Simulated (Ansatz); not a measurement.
Relaxation of GaH₅S (7 atoms, charge 0, multiplicity 1), to a largest force component of 0.03 eV/Å in at most 50 steps.

Method: RKS B3LYP-D4/def2-SVP (Ansatz).

```xyz
7
Properties=species:S:1:pos:R:3:forces:R:3
Ga 0.063 -0.541 -0.430 0.05 -0.35 0.09
H -0.011 0.002 2.286 -0.19 1.73 0.66
H 1.379 0.297 -0.512 0.00 0.00 -0.01
H -1.380 -0.093 -0.829 -0.01 0.01 0.00
S 0.340 -2.643 0.343 -0.02 0.03 -0.37
H -0.954 -3.018 0.192 0.04 0.04 0.02
H 0.062 -0.669 2.033 0.13 -1.46 -0.40
```

Question: Where does it end, and by what steps?

Answer: It converged. After 8 steps the energy has fallen by 0.141 eV; S5 moved furthest, 0.45 Å.

| step | energy less start (eV) | largest force component (eV/Å) | accepted |
| --- | --- | --- | --- |
| 0 | 0.0000 | 1.726 | yes |
| 1 | -0.1147 | 0.278 | yes |
| 2 | -0.1253 | 0.216 | yes |
| 3 | -0.1246 | 0.365 | no |
| 4 | -0.1290 | 0.080 | yes |
| 5 | -0.1354 | 0.034 | yes |
| 6 | -0.1380 | 0.320 | yes |
| 7 | -0.1385 | 0.229 | yes |
| 8 | -0.1409 | 0.012 | yes |

```xyz
7
Properties=species:S:1:pos:R:3
Ga 0.086 -0.659 -0.410
H -0.084 0.335 2.295
H 1.412 0.161 -0.515
H -1.372 -0.116 -0.572
S 0.372 -2.836 -0.059
H -0.947 -3.137 -0.024
H 0.032 -0.414 2.369
```

Run time: 20 s on 1 thread of AMD EPYC 7B13 (Zen 3), with other jobs on the host, peak memory 0.19 GiB.
